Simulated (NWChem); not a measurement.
# C$_{2}$H$_{5}$B; SMILES C=CB

```xyz
8

B      0.2018     1.3517     0.0001
H      1.4123     1.4019    -0.0051
H     -0.4305     2.3831     0.0069
C     -0.4888    -0.0269    -0.0011
C      0.2355    -1.1624     0.0005
H     -1.5822    -0.1197    -0.0012
H     -0.2196    -2.1601     0.0020
H      1.3310    -1.1282     0.0006
```
Atoms are numbered in this order, from 1.

All runs: NWChem. Pople sets run with spherical d functions. Medium grid unless said otherwise, to which SCAN and Minnesota functionals are sensitive. The geometry was optimised at PBE0/def2-SVP.

Q: Estimate the computed values for M06/6-31G*. Quantities: highest occupied level (eV); orbital gap (eV); dipole (D).

A: The highest occupied level (eV) comes out as -8.16. The orbital gap (eV) is 6.49 and the dipole (D) is 1.42.
